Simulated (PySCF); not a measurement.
# Orbital picture of TlH

PBE0 at R = 1.919 Å; basis Tl def2-SVP with ECP60, H def2-SVP; scalar-relativistic core potentials; PySCF 2.14. State: ¹Σ⁺ (singlet), closed shell. Only the outer orbitals are listed, counted within each symmetry, core potentials removing the inner ones.

| orbital | occ. | ε (eV) | on Tl (%) | main shells (%) |
| --- | --- | --- | --- | --- |
| 1δ | 2 | -17.72 | 100 | 100 Tl d |
| 1δ | 2 | -17.72 | 100 | 100 Tl d |
| 3σ | 2 | -17.46 | 99 | 99 Tl d |
| 2π | 2 | -17.40 | 100 | 100 Tl d |
| 2π | 2 | -17.40 | 100 | 100 Tl d |
| 4σ | 2 | -11.04 | 86 | 85 Tl s, 14 H s |
| 5σ | 2 | -5.67 | 55 | 45 H s, 40 Tl p, 12 Tl s |
| 3π | 0 | -1.61 | 100 | 100 Tl p |
| 3π | 0 | -1.61 | 100 | 100 Tl p |
| 6σ | 0 | 1.64 | 74 | 71 Tl p, 26 H s |

Which are the highest filled and the lowest empty level, where do they sit, and how wide is the gap?

Highest filled 5σ at -5.67 eV (in %: 45 H s, 40 Tl p, 12 Tl s); lowest empty 3π at -1.61 eV (in %: 100 Tl p); the gap at PBE0 is 4.06 eV.

- bond order (Mayer): 0.93
- ⟨S²⟩: 0.000
- charge on Tl (Mulliken, basis-dependent): 0.21
- charge on Tl (Löwdin, basis-dependent): 0.17
- dipole moment (positive dipole means Tl(−)H(+)): -1.24 D
- polarisability along the bond: 53.0 bohr³
- polarisability across the bond: 28.3 bohr³

Spin–orbit coupling is left out, which matters for elements this heavy, above all for dissociation energies.
